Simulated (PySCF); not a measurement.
## Ir (iridium, neutral) across methods

[Xe] 4f14 5d8 6s1, high-spin 4F determinant (an excited configuration). Calculation: PySCF 2.14, in def2-TZVPPD with the def2 core potential (60 electrons) (6s5p3d2f1g, 59 functions); scalar relativity through the core potential.

| method | E (hartree) | mean ε 5d α (eV) | mean ε 5d β (eV) | mean ε 6s α (eV) | Σ⟨r²⟩ (bohr²) | ⟨S²⟩ |
| --- | --- | --- | --- | --- | --- | --- |
| PBE | -104.2750 | -6.006 | -4.697 | -5.947 | 52.58 | 3.751 |
| M06-L | -104.2994 | -6.107 | -4.672 | -5.671 | 52.26 | 3.753 |
| wB97X | -104.2438 | -9.739 | -8.484 | -8.191 | 52.33 | 3.754 |
| r2SCAN | -104.2801 | -6.283 | -4.779 | -6.249 | 52.01 | 3.751 |
| BP86 | -104.3690 | -6.121 | -4.888 | -6.105 | 52.57 | 3.751 |
| PW91 | -104.3256 | -6.053 | -4.755 | -6.003 | 52.53 | 3.751 |
| LDA | -104.0520 | -6.170 | -4.846 | -6.199 | 52.76 | 3.750 |
| PBE0 | -104.2293 | -7.443 | -6.021 | -6.615 | 52.24 | 3.751 |

Estimate the same row for UHF.

E (hartree) = -103.43914; mean ε 5d α (eV) = -11.079; mean ε 5d β (eV) = -9.224; mean ε 6s α (eV) = -7.926; Σ⟨r²⟩ (bohr²) = 52.47; ⟨S²⟩ = 3.753.

Energies and moments cover only the electrons outside the core potential. Spin-orbit coupling, absent here, splits the open shell strongly.
